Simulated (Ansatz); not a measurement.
Geometry optimisation, Ansatz, RKS PBE0/6-31G*.

The input (input.yaml):

```yaml
crystal:
  periodic: [false, false, false]
  atoms:
    - { symbol: "N", position_ang: [-1.4866, -0.8423, 0.7012] }
    - { symbol: C, position_ang: [-0.4825, -0.2154, 0.2547] }
    - { symbol: Al, position_ang: [0.2394, 1.3012, 1.2498] }
    - { symbol: Al, position_ang: [0.4905, -0.7858, -1.4121] }
    - { symbol: Cl, position_ang: [-0.13927, -2.46063, -2.60143] }
    - { symbol: H, position_ang: [-1.9545, -1.5767, 0.1842] }
    - { symbol: H, position_ang: [-0.4059, 1.7918, 2.614] }
    - { symbol: H, position_ang: [1.6251, 2.052, 0.7261] }
    - { symbol: H, position_ang: [1.80876, 0.05072, -1.74481] }
basis:
  gaussian: { orbitals: "6-31G*" }
hamiltonian:
  xc: pbe0
relax:
  f_tol: 0.015
  max_steps: 40
```

Launched with:

```bash
$ ansatz run input.yaml --threads 2 --pin off --max-ram 3072MiB --backend cpu --events-out ev --progress --plain --runs-dir out
```

**Question.** Where does it end, and by what steps?

**Answer.** The forces met the threshold. After 12 steps the energy has fallen by 0.306 eV; H9 moved furthest, 0.55 Å.

```tsv
step	energy less start (eV)	largest force component (eV/Å)	accepted
0	0.0000	2.161	yes
1	-0.0843	1.660	yes
2	-0.1200	2.420	yes
3	-0.2320	1.007	yes
4	-0.2565	0.618	yes
5	-0.2778	0.410	yes
6	-0.2878	0.185	yes
7	-0.2999	0.175	yes
8	-0.3039	0.108	yes
9	-0.3042	0.075	yes
10	-0.3053	0.042	yes
11	-0.3054	0.071	yes
12	-0.3055	0.015	yes
```

```xyz
9
Properties=species:S:1:pos:R:3
N -1.387 -0.733 0.642
C -0.315 -0.155 0.198
Al 0.215 1.350 1.389
Al 0.571 -0.801 -1.467
Cl -0.435 -2.452 -2.334
H -1.692 -1.516 0.040
H -0.645 1.673 2.685
H 1.509 2.210 1.007
H 1.875 -0.260 -2.188
```

Run time: 24 s on 2 threads of Intel(R) Xeon(R) 6975P-C (Granite Rapids) (shared host), peak memory 0.22 GiB.
